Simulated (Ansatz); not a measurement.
Ansatz (an electronic-structure program) input (CCSD(T)/aug-cc-pV(D+d)Z):
A basis named .json is the Basis Set Exchange file of that set.

Ansatz 0.2 input:
```yaml
crystal:
  periodic: [false, false, false]
  atoms:
    - {symbol: Si, position_ang: [-0.01740984, -0.00994009, -0.00265093]}
    - {symbol: O, position_ang: [1.43823101, -0.38609932, -0.65534898]}
    - {symbol: O, position_ang: [0.30372365, 0.53022022, 1.51275448]}
    - {symbol: O, position_ang: [-0.84866441, 1.15231028, -0.79308655]}
    - {symbol: N, position_ang: [-1.01878133, -1.42803637, -0.15552798]}
    - {symbol: H, position_ang: [1.43814923, -0.95488167, -1.42982482]}
    - {symbol: H, position_ang: [1.15454322, 0.29005193, 1.88872222]}
    - {symbol: H, position_ang: [-0.74156970, 2.05784031, -0.49088797]}
    - {symbol: H, position_ang: [-1.62223756, -1.62904400, 0.64324792]}
basis:
  gaussian:
    orbitals: aug-cc-pV_D+d_Z.json
magnetization: {spin_polarized: true, initial_magnetization: 1}
correlation: {method: ccsd_t, electrons: outside_noble_gas}
output: {forces: true}
```

Output:

```
Functional definition: HF
integrals: 0.85 GiB planned
1567 factors; integrals over basis functions are off by at most 9.1e-4 eV
mean field: 0.93 GiB planned
mean field evaluation 1: about -15518.3917 eV, gradient 3.9e1 eV
mean field evaluation 2: about -15518.3931 eV, gradient 3.9e1 eV
mean field evaluation 4: about -15524.0025 eV, gradient 2.8e0 eV
mean field evaluation 8: about -15524.0647 eV, gradient 1.6e-1 eV
mean field evaluation 16: about -15524.0544 eV, gradient 8.3e-1 eV
mean field evaluation 32: about -15522.8143 eV, gradient 1.2e-1 eV
mean field -15524.06524328 eV, -570.4988751012 hartree, gradient 1.6e-6 eV, S^2 0.758497; 3 other end points of the search recorded, 0 dependent functions left out
determinant -15524.06524328 eV, -570.4988751012 hartree, with singles and doubles -15547.68595157 eV, -571.3669201201 hartree
determinant -15522.81470938 eV, -570.4529188281 hartree, with singles and doubles -15546.49613035 eV, -571.3231949968 hartree
9 core orbitals not correlated
reference -15524.06524328 eV, -570.4988751012 hartree; 16, 15 occupied and 135, 136 virtual orbitals, 1567 factors
densities: 7.09 GiB planned
second order -22.83211445 eV of doubles, -0.00000000 eV of singles
coupled cluster: 3.89 GiB planned
cycle   1  -23.57763610 eV  change   -7.3e-1 eV  update   3.8e-2
cycle   2  -23.63517969 eV  change   -5.8e-2 eV  update   9.1e-3
cycle   3  -23.63887108 eV  change   -3.7e-3 eV  update   5.4e-3
cycle   4  -23.64072112 eV  change   -1.9e-3 eV  update   1.6e-3
cycle   5  -23.64106416 eV  change   -3.4e-4 eV  update   7.2e-4
cycle   6  -23.64128491 eV  change   -2.2e-4 eV  update   3.4e-4
cycle   7  -23.64140628 eV  change   -1.2e-4 eV  update   1.8e-4
cycle   8  -23.64143400 eV  change   -2.8e-5 eV  update   9.7e-5
cycle   9  -23.64143650 eV  change   -2.5e-6 eV  update   7.1e-5
cycle  10  -23.64143555 eV  change    9.5e-7 eV  update   5.7e-5
cycle  11  -23.64143663 eV  change   -1.1e-6 eV  update   4.7e-5
cycle  12  -23.64143256 eV  change    4.1e-6 eV  update   3.3e-5
cycle  13  -23.64143593 eV  change   -3.4e-6 eV  update   1.9e-5
cycle  14  -23.64143412 eV  change    1.8e-6 eV  update   8.7e-6
cycle  15  -23.64143488 eV  change   -7.6e-7 eV  update   4.3e-6
cycle  16  -23.64143526 eV  change   -3.7e-7 eV  update   2.1e-6
cycle  17  -23.64143538 eV  change   -1.2e-7 eV  update   1.2e-6
cycle  18  -23.64143559 eV  change   -2.1e-7 eV  update   6.3e-7
cycle  19  -23.64143566 eV  change   -6.9e-8 eV  update   3.4e-7
perturbative correction -0.68065112 eV, -0.0250134672 hartree
the calculation of the forces begins
Total energy: -15548.38733006 eV, -571.3926953041 hartree
Atom 0 at    -0.017410    -0.009940    -0.002651 Å, force    -0.083700    -0.208471     0.050071 eV/Å
Atom 1 at     1.438231    -0.386099    -0.655349 Å, force     0.720704    -0.064174    -0.110756 eV/Å
Atom 2 at     0.303724     0.530220     1.512754 Å, force    -0.008490     0.338849     0.628432 eV/Å
Atom 3 at    -0.848664     1.152310    -0.793087 Å, force    -0.495605     0.367145    -0.426134 eV/Å
Atom 4 at    -1.018781    -1.428036    -0.155528 Å, force    -0.086640    -0.368746    -0.438976 eV/Å
Atom 5 at     1.438149    -0.954882    -1.429825 Å, force    -0.034112    -0.099344    -0.138214 eV/Å
Atom 6 at     1.154543     0.290052     1.888722 Å, force     0.163763    -0.058711     0.040421 eV/Å
Atom 7 at    -0.741570     2.057840    -0.490888 Å, force     0.055004     0.140879     0.065527 eV/Å
Atom 8 at    -1.622238    -1.629044     0.643248 Å, force    -0.230924    -0.047428     0.329631 eV/Å
Dipole moment:     0.167928     0.037986     0.212198 e Å
```

It need not be the lowest isomer of its formula.
